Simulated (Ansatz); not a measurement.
Start from `[SiH3][SiH2][InH2]` and change one element to get `[AlH2][SiH2][SiH3]`.

Ansatz, PBE0-D4/def2-TZVP geometries, multiplicity 1. 

Elements past krypton have def2 core potentials.

```csv
property,`[SiH3][SiH2][InH2]`
HOMO energy (B3LYP/def2-TZVPP) / eV,-7.06
HOMO–LUMO gap (PBE/def2-TZVPP) / eV,3.35
HOMO–LUMO gap (B3LYP/def2-TZVPP) / eV,4.60
LUMO energy (PBE/def2-TZVPP) / eV,-2.93
HOMO energy (PBE0/def2-TZVPP) / eV,-7.25
LUMO energy (PBE0/def2-TZVPP) / eV,-2.21
```

(1) Give the same properties after the change, and the shifts. (Best estimate.)

Answers

(1) Ansatz gave: 
```tsv
property	`[AlH2][SiH2][SiH3]`	shift
HOMO energy (B3LYP/def2-TZVPP) / eV	-7.27	-0.21
HOMO–LUMO gap (PBE/def2-TZVPP) / eV	3.51	0.16
HOMO–LUMO gap (B3LYP/def2-TZVPP) / eV	4.90	0.30
LUMO energy (PBE/def2-TZVPP) / eV	-2.93	0.00
HOMO energy (PBE0/def2-TZVPP) / eV	-7.46	-0.21
LUMO energy (PBE0/def2-TZVPP) / eV	-2.19	0.02
```

B3LYP here is the variant with VWN-RPA as its local correlation; programs differ in this.
